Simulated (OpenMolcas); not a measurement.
## Run times for doublet [SiHClF2]+

[SiHClF2]+ has 5 atoms, charge +1, and is taken as a doublet. As SMILES of the parent species, `F[SiH](F)Cl`. The shape is that of a PBE0-D4/def2-TZVP optimisation. That shape belongs to the parent species and isn't relaxed for this state.

```xyz
5

F    -0.3396   -0.6214    1.4201
Si    0.0959   -0.0002    0.0378
F    -0.0335    1.5668    0.1565
Cl   -1.1575   -0.6560   -1.4015
H     1.4846   -0.3630   -0.2542
```

Program: OpenMolcas 26.06. Hardware: 1 thread of Intel Xeon Platinum 8259CL at 2.50GHz (Skylake/Cascade Lake), shared host, so times are rough. Two-electron integrals are exact unless an approximation is named.

Task: Estimate their order by wall time, quickest first.
A. energy at UHF/3-21G
B. energy at UHF/6-311+G**
C. energy at UTPSS/6-311+G**, grid UltraFine
D. energy at USVWN5/6-311+G**, grid UltraFine

Result: A (3.6 s), B (28 s), D (74 s), C (3.7 min).
